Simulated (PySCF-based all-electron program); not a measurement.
**Distorting COPt, singlet**

Calculated with an in-house all-electron program built on PySCF, in large uncontracted Gaussian sets near the basis limit; Koelling–Harmon scalar relativity, no spin–orbit coupling, spin-restricted. Forces are good to about 0.013 eV/Å. Atoms are numbered as listed.

Shape A:

```
atom   x (Å)   y (Å)   z (Å)
  Pt  0.0000  0.0000  0.0000
   C  0.0000  0.0000  1.7580
   O  0.0000  0.0000  2.9180
```

PBE forces:

| atom | Fx | Fy | Fz (eV/Å) |
| --- | --- | --- | --- |
| Pt1 | 0.000 | 0.000 | 0.210 |
| C2 | 0.000 | 0.000 | -0.187 |
| O3 | 0.000 | 0.000 | -0.024 |

Problem. What forces does r2SCAN give in shape A?

Solution. The forces move by 0.735 eV/Å (r.m.s. over the atoms) from PBE.

```json
{"atom": "Pt1", "Fx": "0.000", "Fy": "0.000", "Fz (eV/Å)": "0.625"}
{"atom": "C2", "Fx": "0.000", "Fy": "0.000", "Fz (eV/Å)": "0.432"}
{"atom": "O3", "Fx": "0.000", "Fy": "0.000", "Fz (eV/Å)": "-1.057"}
```

Shape B:

```xyz
3

Pt    0.0000    0.0000    0.0000
C     0.0000    0.0000    1.5822
O     0.0000    0.0000    2.7422
```

Against shape A, Pt1–C2 goes from 1.758 to 1.582 Å.

PBE forces:

```
atom     Fx     Fy  Fz (eV/Å)
 Pt1  0.000  0.000     -9.890
  C2  0.000  0.000      8.828
  O3  0.000  0.000      1.061
```

Problem. What forces does r2SCAN give in shape B?

Solution. The forces move by 0.700 eV/Å (r.m.s. over the atoms) from PBE.

| atom | Fx | Fy | Fz (eV/Å) |
| --- | --- | --- | --- |
| Pt1 | 0.000 | 0.000 | -9.483 |
| C2 | 0.000 | 0.000 | 9.407 |
| O3 | 0.000 | 0.000 | 0.076 |
